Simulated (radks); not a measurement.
Question: These are the eigenvalues of the occupied orbitals of an atom or ion with whole-number occupations (eV). All-electron calculation, scalar-relativistic Kohn-Sham, PBE, spin-unpolarised, spherical densities, finite nucleus; Fermi nuclear charge, rms radius of each element as measured or else 0.836 A^(1/3) + 0.57 fm. Program: a radial shooting solver on a logarithmic mesh with Libxc functionals.

orbital  eigenvalue
1s        -15937.05
2s        -2157.990
2p        -1917.494
3s        -333.7735
3p        -256.1542
3d        -128.0158
4s         -40.8997
4p         -22.8223
5s          -3.5262

Which element is it, and in what charge state? The configuration may be excited.

Answer: Z = 38, strontium, charge 0: Sr in [Kr] 5s2. The list shows which subshells hold electrons but not how many an open one holds; the 1s level, -585.68 hartree, gives Z - s = 34.2 by -(Z - s)^2/2, which with screening and relativity narrows Z to a few neighbours, and the depths of the outer levels then fix element, charge and occupations together.
